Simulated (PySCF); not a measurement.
## Radial density of Sn³⁵⁺ (tin, charge +35)

BHandHLYP, [Ne] 3s2 3p3, high-spin 4S determinant. All numbers are calculated (PySCF 2.14, the non-relativistic Hamiltonian (point nucleus), in an even-tempered Gaussian basis (16 s from 5.9 bohr⁻², ratio 2.5; 10 p from 7.7 bohr⁻², ratio 2.5; 4 d from 32 bohr⁻², ratio 2.7; 4 f from 48 bohr⁻², ratio 2.7)).

```tsv
r (bohr)	4πr²ρ (e/bohr)	4πr²(ρα − ρβ)
0.000547	0.3143	0.0000
0.000920	0.8566	0.0000
0.00155	2.276	0.0000
0.00260	5.796	0.0003
0.00438	13.73	0.0024
0.00736	28.86	0.0169
0.0124	49.67	0.1042
0.0208	62.51	0.5427
0.0350	55.35	2.0730
0.0589	60.02	4.4360
0.0991	72.96	2.2134
0.167	30.86	1.8996
0.280	22.85	12.7454
0.472	4.919	2.7417
0.793	0.04598	0.0218
```

A non-relativistic calculation at this Z misses sizeable relativistic shifts. Spin-orbit coupling is strong in this species (close to jj coupling), so the high-spin LS determinant is a model state, not a physical level.
